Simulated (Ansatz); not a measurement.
Cd4. The state is a triplet with charge 0. Geometry PBE0/def2-SVPD, that of the charge -1 doublet; atoms count from 1.

```xyz
4

Cd    0.009    0.210    1.487
Cd   -0.011   -0.213   -1.486
Cd    2.313   -1.596    0.211
Cd   -2.310    1.600   -0.212
```

In the def2 sets Cd takes a core potential; there is no spin–orbit coupling. At PBE0/def2-TZVPD a singlet of charge 0 lies 1.94 eV below the triplet at the same geometry. The structure comes from a short search, and lower isomers may exist.

(1) Estimate the Mulliken populations from the PBE0/def2-TZVPD orbitals of Ansatz.

(2) Where does the spin sit?

(3) And the Mayer bond orders between bonded heavy atoms (over 0.3)?

## Answers

(1) 
```csv
atom,charge (e),spin (α − β),d electrons
Cd1,-0.09,0.44,10.00
Cd2,-0.09,0.44,10.00
Cd3,0.09,0.56,10.00
Cd4,0.09,0.56,10.00
```
Mulliken values and Mayer orders depend strongly on the basis. With diffuse functions, as here, like atoms can get unlike values, and bond orders can come out too low or too high.

(2) Summed by element: Cd 2.00, of 2 unpaired in all. Largest on single atoms: Cd3 0.56, Cd4 0.56, Cd2 0.44.

(3) Cd1–Cd2 0.49 (3.00 Å); Cd1–Cd3 0.47 (3.19 Å); Cd1–Cd4 0.47 (3.19 Å); Cd2–Cd3 0.47 (3.19 Å); Cd2–Cd4 0.47 (3.19 Å).
